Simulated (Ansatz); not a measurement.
Wavefunction ladder for FH₂InSe (`[F][InH][SeH]`)

```xyz
5

F    -0.9522    0.9924    1.3157
In   -0.5197   -0.5236    0.1612
Se    1.4696    0.0532   -1.2022
H    -1.5158   -1.8932    0.2786
H     1.5180    1.3713   -0.5533
```

The species carries charge 0 and has multiplicity 1. Correlated methods include outer-core shells of In, Se, which these sets cover unevenly. Scalar relativity is left out up to krypton. In: def2 effective core potential. Geometry: relaxed with PBE0-D4/def2-TZVP. It is one conformer, not always the lowest. Frozen core, restricted reference, Ansatz.

| basis | HF (Eh) | MP2 corr. | CCSD corr. | (T) | CCSD(T) total |
| --- | --- | --- | --- | --- | --- |
| def2-SVP | -2689.32953 | -0.51144 | -0.52789 | ? | ? |
| def2-TZVPP | -2689.76642 | -0.81053 | -0.81544 | ? | ? |
| def2-QZVPP | -2689.82037 | -1.32855 | ? | ? | ? |

Task: Fill in the withheld values. (Best estimate.)

Result: Computed: def2-SVP (T): -0.01214; def2-SVP CCSD(T) total: -2689.86956; def2-TZVPP (T): -0.02629; def2-TZVPP CCSD(T) total: -2690.60815; def2-QZVPP CCSD corr.: -1.28514; def2-QZVPP (T): -0.03652; def2-QZVPP CCSD(T) total: -2691.14203.
